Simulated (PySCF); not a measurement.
Structure problem from calculated spectra and properties.

Formula: C4H10AlCl.

| Property | Result |
| --- | --- |
| 13C NMR | chemical shifts (computed TMS as zero) by class: 10.2 (2 C), 7.0 (2 C) ppm [GIAO B3LYP/pcSseg-1 (pcSseg-2 on Al)] |
| UV, first state | lowest singlet excitation: 5.41 eV (229 nm, f = 0.000) [TDDFT CAM-B3LYP/def2-SVPD] |
| XPS | Cl2p3/2 205.2, C1s 289.9 (×2), C1s 290.6 (×2), Al1s 1566.9, Cl1s 2827.8 eV [ΔSCF SCAN, pcX-2 on the ionised atom, pcseg-1 elsewhere, spin-free X2C, 2p3/2 from a spin–orbit splitting computed afterwards within the 2p shell] |
| Rotational structure | rotational constants A, B, C: 2.812, 1.358, 0.947 GHz [PBE0-D3(BJ)/def2-SVP] |
| 1H NMR | chemical shifts (computed TMS as zero) by class: 1.16 (6 H), 0.24 (4 H) ppm [GIAO B3LYP/pcSseg-1 (pcSseg-2 on Al)] |
| NMR, other nuclei | isotropic shieldings of nuclei other than C and H, by class: 291 (1 Al), 896 (1 Cl) ppm [GIAO B3LYP/pcSseg-1 (pcSseg-2 on Al)] |

Gas-phase values; electronic properties from PySCF, density fitting. Levels stand in brackets. One conformer (not necessarily the lowest) at the PBE0-D3(BJ)/def2-SVP geometry, without solvent, vibrations or thermal averaging. NMR classes are plain means over equivalent atoms (diastereotopic ones count apart unless rotation or inversion swaps them), as if these changed places fast.

Question: Propose a structure and show how it fits.

Answer: 4 carbons fall into 2 classes; from least to most shielded: carbon bonded to C and 3 H (10.2 ppm, 2 C), carbon bonded to Al, C and 2 H (7.0 ppm, 2 C). Hydrogen classes from least to most shielded: 6 H on 2 like atoms (carbon bonded to C and 3 H) (1.16 ppm), 4 H on 2 like atoms (carbon bonded to Al, C and 2 H) (0.24 ppm). The other shieldings belong to: 291 ppm, aluminium bonded to 2 C and Cl; 896 ppm, chlorine bonded to Al. The core levels belong to: Cl2p3/2 205.2 eV, chlorine bonded to Al; C1s 289.9 eV, carbon bonded to Al, C and 2 H; C1s 290.6 eV, carbon bonded to C and 3 H; Al1s 1566.9 eV, aluminium bonded to 2 C and Cl; Cl1s 2827.8 eV, chlorine bonded to Al. One atom of each topological class was ionised and stands for its class. By its constants the optimised geometry is an asymmetric top. Structure: AlEt2Cl, `C[CH2][Al]([Cl])[CH2]C`. The assignments are read from this structure; whether some other isomer fits the data as well wasn't checked.
